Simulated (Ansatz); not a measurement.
`CB(Cl)[SeH]` + H–F → `CB(F)[SeH]` + HCl at 700 K and 1 bar (ligand exchange at a B–Cl bond).

Computed with Ansatz on PBE0-D4/def2-TZVP structures; ΔE is electronic, products minus reactants. CCSD(T)/CBS is the MP2 limit (def2-TZVPP, def2-QZVPP) plus CCSD(T) − MP2 in def2-TZVPP, frozen cores. This one scheme is used for every species. For Se outer-core shells are correlated without core-valence functions, which leaves a few kJ/mol of doubt a bond. Scalar relativity is left out up to krypton. One conformer a species, not always the lowest.

```json
{"species": "`CB(Cl)[SeH]`", "CCSD(T)/CBS energy (Eh)": "-2925.81492", "H − E (kJ/mol)": "195.3", "S (J/(mol·K))": "426.9"}
{"species": "H–F", "CCSD(T)/CBS energy (Eh)": "-100.39570", "H − E (kJ/mol)": "45.2", "S (J/(mol·K))": "198.5"}
{"species": "`CB(F)[SeH]`", "CCSD(T)/CBS energy (Eh)": "-2565.84504", "H − E (kJ/mol)": "197.2", "S (J/(mol·K))": "415.8"}
{"species": "HCl", "CCSD(T)/CBS energy (Eh)": "-460.38127", "H − E (kJ/mol)": "38.4", "S (J/(mol·K))": "211.8"}
```

H − E and S are ideal-gas, rigid-rotor, harmonic terms from PBE0-D4/def2-TZVP, for one conformer and one mirror image of each species. 1 Eh = 2625.50 kJ/mol, R = 8.31446 J/(mol·K).

Q: By hand: ΔE, ΔH, ΔS and ΔG.

A: ΔE = (-2565.84504) + (-460.38127) − (-2925.81492) − (-100.39570) = -0.01569 Eh = -41.2 kJ/mol. Δ(H − E) = 197.2 + 38.4 − 195.3 − 45.2 = -4.9, so ΔH = -46.1 kJ/mol. ΔS = 415.8 + 211.8 − 426.9 − 198.5 = 2.2 J/(mol·K). ΔG = -46.1 − 700 × (2.2)/1000 = -47.6 kJ/mol.

Q: By hand: the equilibrium constant, and the temperature at which ΔG would vanish if ΔH and ΔS stayed fixed.

A: log₁₀ K = −ΔG/(RT ln 10) = 3.6. ΔH and −TΔS have one sign here, so there is no such temperature.

The number of gas molecules stays the same, so ΔS is small and ΔH decides. A doubt of 5 kJ/mol in ΔE shifts log₁₀ K by 0.4 here. Other conformers and mirror images would add mixing entropy, several J/(mol·K) or more a flexible species. Modes under 60 cm⁻¹, often nearly free rotors, make the harmonic entropy too high. These are equilibria of isolated gas molecules and say nothing of rates. Largest T1 diagnostic: 0.011 (customary marks: 0.02 for closed shells, 0.045 for open ones).

ΔS is within the doubt of such terms, so its sign, and with it that verdict, could turn.
